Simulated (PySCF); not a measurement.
**Orbital energies and ionisation energy**

C6H6S.
Structure used (PBE0-D3(BJ)/def2-SVP), in Å, numbered top down from 1:
```
atom  x, y, z in Å
C1    -2.2398   -0.4025    0.3229
C2    -1.3068    0.5551    0.3926
C3     0.1197    0.3984    0.1239
C4     0.7770   -0.8139   -0.2703
C5     2.1210   -0.6557   -0.4522
S6     2.6197    0.9626   -0.1503
C7     1.0183    1.4401    0.2244
H8    -3.2874   -0.1862    0.5435
H9    -1.9973   -1.4318    0.0450
H10   -1.6162    1.5667    0.6776
H11    0.2664   -1.7668   -0.4127
H12    2.8509   -1.4078   -0.7489
H13    0.8017    2.4709    0.5032
```

Level: CAM-B3LYP/def2-SVPD (PySCF). Frontier orbitals with their largest atomic shares (Löwdin; up to four atoms above 4 %):

```csv
orbital,ε (eV),main atoms
HOMO−3,-11.12,"S6 42 %, C3 9 %, C1 8 %, C2 8 %"
HOMO−2,-10.15,"C2 27 %, C1 20 %, S6 18 %, C3 13 %"
HOMO−1,-8.41,"C4 28 %, C5 23 %, S6 21 %, C7 16 %"
HOMO,-7.65,?
LUMO,0.21,"C7 22 %, C1 19 %, S6 16 %, C2 13 %"
LUMO+1,0.96,"C5 24 %, C4 21 %, C2 12 %, S6 10 %"
LUMO+2,1.27,"S6 76 %, H13 5 %, C7 5 %, C5 5 %"
```

Problem. What vertical ionisation energy does ΔSCF give, and how far is −ε(HOMO) from it?

Solution. ΔSCF: 8.34 eV (804 kJ/mol; threshold wavelength 149 nm); ⟨S²⟩ of the doublet left behind is 0.780, against 0.75 for a pure doublet. −ε(HOMO) is 7.65 eV, 0.69 eV below it. For the exact functional −ε(HOMO) would equal the first vertical ionisation energy; CAM-B3LYP (range-separated hybrid) falls short of its own ΔSCF value by 8 %.

Problem. On which atoms does the HOMO lie?

Solution. C1 (terminal =CH2 carbon) 19 %, C3 (substituted aromatic carbon) 17 %, C7 (aromatic CH next to a ring sulfur) 17 %, S6 (thiophene-type sulfur) 16 %, so no atom holds as much as 40 %. The HOMO−1 lies 0.76 eV lower.

Problem. Shift the occupied levels rigidly so that −ε(HOMO) equals the ΔSCF value. What binding energies result?

Solution. The shift is +0.69 eV: HOMO 8.34, HOMO−1 9.10, HOMO−2 10.84, HOMO−3 11.81 eV. A rigid shift is only a rough guide to the deeper ionisations.

Problem. What kinetic energy would electrons from this vertical process carry with Lyman-α light (10.199 eV)?

Solution. 10.20 − 8.34 = 1.86 eV.

Problem. With α = 91.5 au, estimate the like-pair dispersion coefficient by London's formula C6 = (3/4)α²I.

Solution. I = 0.3064 Eh, so C6 ≈ 1920 au, a rough estimate.

Problem. How many of the 10 lowest singlet excitations (vertical TDDFT, same level) lie below the ionisation energy?

Solution. All 10; they run from 5.34 to 7.01 eV.

The structure is a single PBE0-D3(BJ)/def2-SVP conformer in the gas phase; no vibrational or solvent corrections.
